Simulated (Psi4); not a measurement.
Conformational energy of SMILES C(CCc1sccc1)(C)(C)C. Scanned: dihedral C5–C6–C7–S11; all other coordinates were relaxed at GFN2-xTB. Points at φ and −φ are mirror images.

Geometry of the scan point at 120° (Å):
```
27

C      2.0949     1.3205    -0.8938
C      1.7861     0.1326     0.0200
C      2.6065     0.2736     1.3073
C      2.1849    -1.1690    -0.6788
C      0.2990     0.1123     0.4158
C     -0.6925    -0.0212    -0.7465
C     -2.0994    -0.0168    -0.2493
C     -2.7034    -0.8837     0.6074
C     -4.0601    -0.5728     0.8547
C     -4.4747     0.5262     0.1787
S     -3.2136     1.2043    -0.7743
H      3.1673     1.3949    -1.0606
H      1.7543     2.2498    -0.4425
H      1.6132     1.2086    -1.8616
H      2.3522     1.1957     1.8251
H      3.6705     0.2910     1.0820
H      2.4138    -0.5602     1.9789
H      1.9174    -2.0295    -0.0693
H      1.6958    -1.2628    -1.6450
H      3.2598    -1.1900    -0.8449
H      0.1355    -0.7175     1.1065
H      0.0706     1.0351     0.9552
H     -0.5639     0.8037    -1.4473
H     -0.5079    -0.9576    -1.2795
H     -2.2006    -1.7257     1.0494
H     -4.6947    -1.1467     1.5065
H     -5.4425     0.9866     0.1741
```

Calculation: PBE-D3(BJ)/def2-SVP // GFN2-xTB run with Psi4.

Scanned values (°): -160, -140, -120, -100, -80, -60, -40, -20, 0, 20, 40, 60, 80, 100, 120, 140, 160, 180.

Describe the profile: where are the wells and the tops?

Lower than their neighbours: -60° (0.0 kJ/mol), 60° (0.0 kJ/mol), 180° (2.0 kJ/mol). Higher than their neighbours: -140° (3.3 kJ/mol), 0° (3.7 kJ/mol), 140° (3.3 kJ/mol). The whole profile spans 3.7 kJ/mol.
